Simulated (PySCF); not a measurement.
SMILES CC(C)(C)[SiH2][Si](Cl)(Cl)Cl (C4H11Cl3Si2), GFN2-xTB optimised geometry.

```
20

C      0.66    -1.00    -2.71
C      0.94     0.14    -1.73
C      0.31     1.43    -2.27
C      2.45     0.33    -1.60
Si     0.20    -0.28     0.00
Si    -2.13    -0.28     0.00
Cl    -3.00    -1.26    -1.56
Cl    -2.82    -1.19     1.69
Cl    -2.92     1.59     0.00
H      1.09    -0.76    -3.69
H     -0.40    -1.17    -2.84
H      1.12    -1.93    -2.37
H      0.76     1.69    -3.23
H     -0.76     1.31    -2.42
H      0.47     2.26    -1.58
H      2.88     0.55    -2.58
H      2.92    -0.57    -1.22
H      2.68     1.15    -0.93
H      0.68     0.72     0.97
H      0.71    -1.59     0.43
```

Density from PBE/def2-SVP (PySCF 2.14.0) at that geometry.

Minimum of the electron density along straight lines between bonded atoms, close to the bond critical point (lines longer than 1.1 times the sum of covalent radii, or with two minima, are not listed):

```
bond     length / Å  ρ at the minimum / e bohr⁻³  ∇²ρ there / e bohr⁻⁵  position (fraction from the first atom)
-------  ----------  ---------------------------  --------------------  ---------------------------------------
C1–C2         1.531                        0.238                 -0.50                                     0.50
C2–C3         1.530                        0.238                 -0.50                                     0.50
C2–C4         1.529                        0.238                 -0.50                                     0.50
C2–Si5        1.923                        0.111                  0.26                                     0.62
Si5–Si6       2.328                        0.092                     …                                     0.35
Si6–Cl7       2.036                        0.096                  0.28                                     0.37
Si6–Cl8       2.036                        0.097                  0.28                                     0.37
Si6–Cl9       2.035                        0.097                  0.28                                     0.37
C1–H10        1.090                        0.273                 -0.98                                     0.63
C1–H11        1.088                        0.276                 -1.00                                     0.63
C1–H12        1.088                        0.274                 -0.99                                     0.63
C3–H13        1.090                        0.273                 -0.98                                     0.63
C3–H14        1.088                        0.274                 -0.99                                     0.63
C3–H15        1.088                        0.274                 -0.99                                     0.63
C4–H16        1.089                        0.273                 -0.98                                     0.63
C4–H17        1.087                        0.275                 -0.99                                     0.63
C4–H18        1.087                        0.275                 -0.99                                     0.63
Si5–H19       1.471                        0.115                  0.31                                     0.49
Si5–H20       1.470                        0.115                  0.31                                     0.49
```

Question: Some entries are withheld; supply them.

Answer: 
- Si5–Si6, ∇²ρ there / e bohr⁻⁵: -0.03
